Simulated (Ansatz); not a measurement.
Ansatz results at the PBE0-D4/def2-TZVP geometry: HOMO–LUMO gap (ωB97M-V/def2-TZVPP) 12.07 eV; HOMO–LUMO gap (PBE0/def2-TZVPP) 7.85 eV; HOMO energy (PBE0/def2-TZVPP) -7.67 eV.

Each molecule was computed in one conformer, which needn't be the lowest.

**Question.** Which molecule gave them?
A. `N=C(N)S`
B. `O=CO`
C. `CC(=N)C=O`
D. `COB(N)[SiH3]`

**Answer.** D. The others give `CC(=N)C=O`: 10.01, 5.31, -7.70; `N=C(N)S`: 11.30, 7.18, -7.21; `O=CO`: 13.25, 8.44, -8.55.
